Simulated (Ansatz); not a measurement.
CH$_{3}$K (`[CH3][K]`). Charge 0, multiplicity 1. Correlated methods include outer-core shells of K, which these sets cover unevenly. Scalar relativity is left out up to krypton.

Z-matrix (Å, degrees):
```
C
K 1 2.676
H 1 1.098 2 111.7
H 1 1.098 2 111.7 3 -120.0
H 1 1.098 2 111.7 3 120.0
```

Question: Give the diagnostics of a CCSD(T)/def2-TZVPP run (frozen core, the Gaussian-basis code of Ansatz). (An estimate is asked.)

Answer: The calculation gave: T1 = 0.0166, largest single amplitude 0.050, largest double 0.036, (T) share of the correlation energy 2.7 %, 11 CCSD cycles. The RHF solution is stable towards an unrestricted one. T1 lies under the customary mark of 0.02 for closed shells.
